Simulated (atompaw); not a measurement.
## What one change does to a pseudopotential (potassium, PAW (atompaw))

- Element: potassium
- Generator: atompaw 4.2.0.5
- Type: PAW
- Functional: PBE
- Relativity: scalar-relativistic
- Frozen core: [Ne] 3s2
- Valence charge: 7
- Reference configuration: 3p6 4s1 4p0
- Partial waves: 4s (bound): rc 3.00 bohr; 4s channel at 3.35 Ry: rc 3.00 bohr; 3p (bound): rc 1.75 bohr; 4p (bound, empty): rc 2.60 bohr; 3d channel at -0.15 Ry: rc 2.85 bohr
- Local potential: bessel scheme, radius 2.20 bohr
- Core correction: smooth core density matched at 1.55 bohr
- Augmentation charge: sinc compensation charge, radius 2.80 bohr; PAW radius 3.00 bohr; waves and projectors: custom rrkj gramschmidtortho

Change: all radii scaled by about 0.92 (s 2.76, p 1.60, d 2.62 bohr); local potential bessel scheme, radius 2.02 bohr; augmentation sinc compensation charge, radius 2.58 bohr; PAW radius 2.76 bohr; waves and projectors: custom rrkj gramschmidtortho; core correction smooth core density matched at 1.42 bohr.

Cutoffs: the cutoffs (Ry, on a coarse ladder) from which the occupation-weighted sum of valence levels, in a spherical-Bessel basis at the reference potential, stays within 10 and 1 mRy of its value at 400 Ry; they do not see the model core or the augmentation charge, which bear on the density cutoff.

Problem. What does the change do?

Solution. The potential gets harder (25 Ry and 40 Ry → 30 Ry and 45 Ry); both files keep a bound ghost (s). A smaller radius makes the pseudo-wave follow the all-electron one further in, where it bends more sharply, so more plane waves are needed.

| quantity | base | changed |
| --- | --- | --- |
| cutoff, loose | 25 Ry | 30 Ry |
| cutoff, tight | 40 Ry | 45 Ry |
| loose cutoff by channel (10 mRy a level) | s 6 Ry, p 21 Ry | s 12 Ry, p 25 Ry |
| bound ghosts | s | s |
| lowest overlap eigenvalue by channel | s 0.05, p 0.03, d 1.00 | s 0.02, p 0.08, d 1.00 |

 A true bound ghost makes a file unfit for plane-wave use even where its test errors are small: the radial tests pick states by their node count and pass the ghost by. The cutoffs see the waves, projectors and local potential, not the compensation charge or the core.
